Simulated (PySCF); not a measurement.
Geometry:
| atom | x (Å) | y (Å) | z (Å) |
| --- | --- | --- | --- |
| C1 | -1.108 | 1.042 | -1.101 |
| Si2 | 0.028 | 0.006 | -0.038 |
| C3 | 1.423 | 1.051 | 0.641 |
| C4 | 0.696 | -1.456 | -1.001 |
| C5 | -0.977 | -0.687 | 1.417 |
| F6 | -1.582 | 0.352 | 2.130 |
| H7 | -0.553 | 1.538 | -1.902 |
| H8 | -1.887 | 0.430 | -1.562 |
| H9 | -1.598 | 1.814 | -0.501 |
| H10 | 2.121 | 0.449 | 1.228 |
| H11 | 1.032 | 1.839 | 1.290 |
| H12 | 1.987 | 1.528 | -0.165 |
| H13 | -0.113 | -2.076 | -1.396 |
| H14 | 1.297 | -1.116 | -1.848 |
| H15 | 1.333 | -2.089 | -0.377 |
| H16 | -0.347 | -1.248 | 2.117 |
| H17 | -1.770 | -1.363 | 1.078 |

Computed data (PySCF 2.14): PBE0-D3(BJ)/def2-TZVP geometry, NMR shieldings at B97-2/pcSseg-2/GIAO. Equivalent nuclei averaged, no relativistic terms, gas phase, one computed conformer.

Q: Predict the 2D correlation tables (HSQC, COSY, HMBC).

A: 

HSQC (one-bond C–H):
```tsv
δH	δC
4.43 (H16/H17)	83.9 (C5)
0.07 (H7/H8/H9/H10/H11/H12/H13/H14/H15)	-3.7 (C1/C3/C4)
```

HMBC (two and three bonds, from the bond graph):
```tsv
δH	δC
4.43 (H16/H17)	-3.7 (C1/C3/C4)
0.07 (H7/H8/H9/H10/H11/H12/H13/H14/H15)	83.9 (C5), -3.7 (C1/C3/C4)
```

No COSY cross peaks are expected.

Chemical shifts δ = σref − σ; ¹H and ¹³C vs TMS, all at this level.

Shifts are as computed. Against solution values, carbons near 30 ppm lie about +3 ppm off and those near 130 ppm about +7 ppm. Of 1211 compounds with measured shifts, 218 miss one by over three times the rms of a fit or turn the order of signals round; such compounds aren't used in these exercises.
